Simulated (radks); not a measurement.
Spherical quantum dot in the effective-mass picture: electrons in a hard-walled sphere of radius 3.4, with a point charge +2 (a donor) at the centre, all in effective atomic units (hartree* = m*/eps^2 hartree, bohr* = eps/m* bohr), one dielectric constant everywhere. Method: non-relativistic Kohn-Sham, LDA (Slater exchange, Perdew-Wang correlation), spin-polarised, spherical densities; computed with a radial shooting solver with Libxc functionals. Levels are named by radial order and angular momentum (1s, 1p, 1d, 2s, ...), and open shells are averaged over m. Results are scaled to m* = 0.056 and eps = 14.3, for which hartree* = 7.452 meV and bohr* = 13.51 nm. Each electron was tried in the lowest free levels, single moves between levels near the top were tried too, and the lowest total energy was kept; such a search can miss a lower state. At N = 1 the Hartree and exchange-correlation terms need not cancel, so that row can carry a self-interaction error.

N        open shells  2S   E (meV)  mu = E(N) - E(N-1) (meV)  addition energy mu(N+1) - mu(N) (meV)  e(HOMO) (meV)
1   1s(up 1, down 0)   1  -14.4609                   -14.461                                  7.924        -11.232
2               none   0  -20.9981                   -6.5372                                  12.14        -3.9959
3   1p(up 1, down 0)   1  -15.3964                    5.6017                                  2.802         6.9632
4   1p(up 2, down 0)   2  -6.99285                    8.4035                                  2.920         9.8575
5   1p(up 3, down 0)   3   4.33077                    11.324                                  3.778         12.791
6   1p(up 3, down 1)   2   19.4329                    15.102                                  2.723         16.443
7   1p(up 3, down 2)   1   37.2579                    17.825                                  2.798         19.218
8               none   0   57.8804                    20.623                                  4.017         22.030
9   2s(up 1, down 0)   1   82.5197                    24.639                                  3.604         26.144
10              none   0   110.763                    28.243                                  4.620         29.929
11  1d(up 1, down 0)   1   143.625                    32.863                                  2.670         34.196
12  1d(up 2, down 0)   2   179.159                    35.533                                  2.679         36.872
13  1d(up 3, down 0)   3   217.371                    38.212                                  2.684         39.554
14  1d(up 4, down 0)   4   258.267                    40.896                                  2.685         42.238
15  1d(up 5, down 0)   5   301.848                    43.581                                  3.373         44.924
16  1d(up 5, down 1)   4   348.802                    46.954                                  2.624         48.264
17  1d(up 5, down 2)   3   398.380                    49.578                                  2.634         50.893
18  1d(up 5, down 3)   2   450.591                    52.211                                  2.639         53.530
19  1d(up 5, down 4)   1   505.442                    54.851                                  2.643         56.172
20              none   0   562.935                    57.493                                  6.779         58.815
21  1f(up 1, down 0)   1   627.207                    64.272                                  2.590         65.566
22  1f(up 2, down 0)   2   694.069                    66.862                                  2.592         68.157
23  1f(up 3, down 0)   3   763.522                    69.454                                  2.594         70.751
24  1f(up 4, down 0)   4   835.570                    72.048                                  2.595         73.345
25  1f(up 5, down 0)   5   910.213                    74.643                                  2.595         75.940
26  1f(up 6, down 0)   6   987.451                    77.238                                  2.595         78.536
27  1f(up 7, down 0)   7   1067.28                    79.833                                  3.262         81.131
28  1f(up 7, down 1)   6   1150.38                    83.095                                  2.561         84.375
29  1f(up 7, down 2)   5   1236.04                    85.656                                  2.564         86.938
30  1f(up 7, down 3)   4   1324.26                    88.221                                  2.567         89.504
31  1f(up 7, down 4)   3   1415.04                    90.787                                  2.568         92.071
32  1f(up 7, down 5)   2   1508.40                    93.356                                  2.569         94.640
33  1f(up 7, down 6)   1   1604.32                    95.925                                  2.570         97.209
34              none   0   1702.82                    98.494                                  7.394         99.779
35  1g(up 1, down 0)   1   1808.71                    105.89                                  2.538         107.16
36  1g(up 2, down 0)   2   1917.13                    108.43                                  2.539         109.70
37  1g(up 3, down 0)   3   2028.10                    110.97                                  2.540         112.24
38  1g(up 4, down 0)   4   2141.60                    113.51                                      -         114.78

All shells are closed at N = 2, 8, 10, 20, 34 (there: 1s2 1p6 1d10 2s2 1f14); the second difference of the energy has clear peaks (12 % above both neighbours; the first and last values, which can be the largest, are not judged, and half-filled shells can peak too) at N = 2, 5, 10, 15, 20, 27, 34.
